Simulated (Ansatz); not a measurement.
A single point on C3H10Si2 (`CC=C([SiH3])[SiH3]`).

```yaml
crystal:
  periodic: [false, false, false]
  atoms:
    - {symbol: C, position_ang: [-1.075744, -1.373327, 1.318136]}
    - {symbol: C, position_ang: [-0.882719, -0.021299, 0.725263]}
    - {symbol: C, position_ang: [0.059181, 0.342016, -0.156739]}
    - {symbol: Si, position_ang: [1.335973, -0.858446, -0.805339]}
    - {symbol: Si, position_ang: [0.104511, 2.098642, -0.765757]}
    - {symbol: H, position_ang: [-1.015361, -1.324169, 2.410275]}
    - {symbol: H, position_ang: [-0.339355, -2.098627, 0.967109]}
    - {symbol: H, position_ang: [-2.073918, -1.755162, 1.079679]}
    - {symbol: H, position_ang: [-1.603224, 0.725209, 1.068103]}
    - {symbol: H, position_ang: [2.248567, -0.127679, -1.724974]}
    - {symbol: H, position_ang: [0.708601, -1.976083, -1.563264]}
    - {symbol: H, position_ang: [2.152897, -1.447320, 0.291408]}
    - {symbol: H, position_ang: [1.404882, 2.742843, -0.432708]}
    - {symbol: H, position_ang: [-0.045505, 2.149750, -2.246307]}
    - {symbol: H, position_ang: [-1.000487, 2.872953, -0.135383]}
basis:
  gaussian: {orbitals: def2-QZVPP}
correlation: {method: mp2}
```

```sh
$ ansatz run in.yaml --threads 4 --pin off --events-out ev --progress --plain --max-ram 10444MiB
```

It prints (some lines left out):

```
Functional definition: HF
3574 factors; integrals over basis functions are off by at most 1.1e-3 eV
mean field evaluation 1: about -18971.3603 eV, gradient 3.7e1 eV
mean field evaluation 2: about -18971.5208 eV, gradient 3.7e1 eV
mean field evaluation 4: about -18975.9884 eV, gradient 4.6e0 eV
mean field evaluation 8: about -18976.0772 eV, gradient 2.2e-1 eV
mean field -18976.07740108 eV, -697.3579820423 hartree, gradient 1.4e-6 eV, S^2 0.000000; 0 other end points of the search recorded, 0 dependent functions left out
13 core orbitals not correlated: weight in the atoms' cores, before any rotation towards them, 1.000 or more for the frozen orbitals, at most 0.000 for the correlated occupied ones
reference -18976.07740108 eV, -697.3579820423 hartree; 15, 15 occupied and 583, 583 virtual orbitals, 3574 factors
second order -21.95579885 eV of doubles, -0.00000000 eV of singles
Total energy: -18998.03319992 eV, -698.1648427677 hartree
```

Hardware: 4 threads of an Arm Neoverse V1 on a shared host. Wall time 47 s, peak host memory 5.3 GiB.
